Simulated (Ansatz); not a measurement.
`FC([SiH3])O[SiH3]` and `F[CH]([SiH3])[ZnH]` differ in one atom or group.

Ansatz, PBE0-D4/def2-TZVP geometries, multiplicity 1. Each molecule was computed in one conformer, which needn't be the lowest.

Scalar relativity is left out up to krypton.

```json
{"property": "LUMO energy (ωB97M-V/def2-TZVPP) / eV", "`FC([SiH3])O[SiH3]`": "1.72"}
{"property": "size of the dipole moment (ωB97M-V/def2-TZVPP) / D", "`FC([SiH3])O[SiH3]`": "1.22"}
{"property": "LUMO energy (B3LYP/def2-TZVPP) / eV", "`FC([SiH3])O[SiH3]`": "-0.17"}
{"property": "HOMO–LUMO gap (PBE/def2-TZVPP) / eV", "`FC([SiH3])O[SiH3]`": "5.96"}
{"property": "size of the dipole moment (B3LYP/def2-TZVPP) / D", "`FC([SiH3])O[SiH3]`": "1.23"}
{"property": "HOMO–LUMO gap (B3LYP/def2-TZVPP) / eV", "`FC([SiH3])O[SiH3]`": "7.89"}
```

Problem. Give the same properties after the change, and the shifts. (Best estimate.)

Solution. The calculation gave: 
| property | `F[CH]([SiH3])[ZnH]` | shift |
| --- | --- | --- |
| LUMO energy (ωB97M-V/def2-TZVPP) / eV | 0.53 | -1.19 |
| size of the dipole moment (ωB97M-V/def2-TZVPP) / D | 1.41 | 0.19 |
| LUMO energy (B3LYP/def2-TZVPP) / eV | -1.20 | -1.03 |
| HOMO–LUMO gap (PBE/def2-TZVPP) / eV | 4.40 | -1.56 |
| size of the dipole moment (B3LYP/def2-TZVPP) / D | 1.39 | 0.16 |
| HOMO–LUMO gap (B3LYP/def2-TZVPP) / eV | 5.95 | -1.94 |

With PBE0 the HOMO rises by 0.92 eV and the LUMO falls by 0.97 eV, so the gap narrows by about 1.89 eV. PBE moves the HOMO by 0.68 eV and ωB97M-V by 1.07 eV. Dipoles are sizes alone; their direction can turn.

B3LYP here is the variant with VWN-RPA as its local correlation; programs differ in this.
